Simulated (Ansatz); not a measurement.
Input file for Ansatz (a quantum-chemistry and plane-wave program): R-CCSD(T)/cc-pVDZ on ammonia borane (SMILES [BH3-][NH3+]), a point of a torsion scan.

Ansatz 0.2 input:
```yaml
crystal:
  periodic: [false, false, false]
  atoms:
    - {symbol: B, position_ang: [-0.83396897, 0.08634443, -0.00774439]}
    - {symbol: N, position_ang: [0.83669488, -0.04556954, -0.00355051]}
    - {symbol: H, position_ang: [-1.21504119, -0.65776887, -0.85438947]}
    - {symbol: H, position_ang: [-1.06469536, 1.22393070, -0.27320027]}
    - {symbol: H, position_ang: [-1.18945244, -0.21420057, 1.08631751]}
    - {symbol: H, position_ang: [1.13513782, -0.43195851, -0.89008478]}
    - {symbol: H, position_ang: [1.10115123, -0.67423167, 0.74480095]}
    - {symbol: H, position_ang: [1.24501501, 0.86777168, 0.14737287]}
basis:
  gaussian:
    orbitals: cc-pVDZ
magnetization: {spin_polarized: false}
correlation: {method: ccsd_t, electrons: outside_noble_gas}
scf: {lower_state_search: off}
```

Program output:

```
Functional definition: HF
[...]
these checks for a lower state are left out or cut short: stability, starts, cluster_reference, orbital_swaps, neighbouring_geometries, increment
integrals: 0.02 GiB planned
521 factors; integrals over basis functions are off by at most 1.2e-3 eV
mean field: 0.08 GiB planned
mean field evaluation 1: about -2246.5996 eV, gradient 2.3e1 eV
mean field evaluation 2: about -2246.6002 eV, gradient 2.3e1 eV
mean field evaluation 4: about -2248.1762 eV, gradient 2.4e0 eV
mean field evaluation 8: about -2248.1938 eV, gradient 2.2e-2 eV
mean field -2248.19376189 eV, -82.6195968690 hartree, gradient 1.2e-6 eV, S^2 0.000000; 0 other end points of the search recorded, 0 dependent functions left out
2 core orbitals not correlated
reference -2248.19376189 eV, -82.6195968690 hartree; 7, 7 occupied and 49, 49 virtual orbitals, 521 factors
second order -8.09700399 eV of doubles, -0.00000000 eV of singles
coupled cluster: 0.11 GiB planned
cycle   1  -8.80424251 eV  change   -7.1e-1 eV  update   5.7e-2
cycle   2  -9.06924452 eV  change   -2.7e-1 eV  update   1.7e-2
cycle   3  -9.08894034 eV  change   -2.0e-2 eV  update   4.4e-3
cycle   4  -9.08906651 eV  change   -1.3e-4 eV  update   1.2e-3
cycle   5  -9.08924427 eV  change   -1.8e-4 eV  update   2.9e-4
cycle   6  -9.08918971 eV  change    5.5e-5 eV  update   7.7e-5
cycle   7  -9.08917983 eV  change    9.9e-6 eV  update   1.9e-5
cycle   8  -9.08917974 eV  change    9.1e-8 eV  update   6.0e-6
perturbative correction -0.19660689 eV, -0.0072251699 hartree
Total energy: -2257.47954852 eV, -82.9608432335 hartree
Checks for a lower state left out: stability, starts, cluster_reference, orbital_swaps, neighbouring_geometries, increment
```

The run converged.

Cost: roughly 0.7 core-seconds.
